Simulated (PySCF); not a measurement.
C5H3N3, SMILES N#Cc1cnccn1.

Geometry optimised at PBE0-D3(BJ)/def2-SVP.

These are TDA-B3LYP/def2-SVPD (PySCF) values and carry that method's errors.

Vertical excitations. The molecule is in vacuum. State labels are in the subgroup Cs.

| state | symmetry | energy (eV) | λ (nm) | f | main pairs |
|---|---|---|---|---|---|
| S1 | A" | 3.82 | 325 | 0.004 | HOMO→LUMO 99 % |
| S2 | A" | 4.34 | 285 | 0.002 | HOMO→LUMO+1 100 % |
| S3 | A' | 5.27 | 235 | 0.183 | HOMO−1→LUMO 70 %, HOMO−1→LUMO+1 12 % |
| S4 | A" | 5.37 | 231 | 0.000 | HOMO−2→LUMO 98 % |
| S5 | A" | 5.94 | 209 | 0.000 | HOMO−2→LUMO+1 85 %, HOMO−4→LUMO 14 % |
| S6 | A' | 6.05 | 205 | 0.235 | HOMO−1→LUMO+1 59 %, HOMO−1→LUMO 16 %, HOMO−3→LUMO 16 % |
| S7 | A" | 6.06 | 205 | 0.000 | HOMO−4→LUMO 79 %, HOMO−2→LUMO+1 13 % |
| S8 | A' | 6.84 | 181 | 0.063 | HOMO−3→LUMO 46 %, HOMO−6→LUMO 25 %, HOMO−1→LUMO+1 12 %, HOMO−6→LUMO+1 7 % |
| S9 | A" | 6.85 | 181 | 0.006 | HOMO−5→LUMO 95 % |
| S10 | A" | 6.90 | 180 | 0.000 | HOMO−4→LUMO+1 88 % |
| T1 | A" | 3.19 | 389 | 0 | HOMO→LUMO 90 % |
| T2 | A' | 3.74 | 331 | 0 | HOMO−1→LUMO 84 % |
| T3 | A" | 4.14 | 299 | 0 | HOMO→LUMO+1 90 % |
| T4 | A' | 4.25 | 292 | 0 | HOMO−1→LUMO+1 75 %, HOMO−1→LUMO 14 % |
Triplets are in the Tamm–Dancoff approximation.
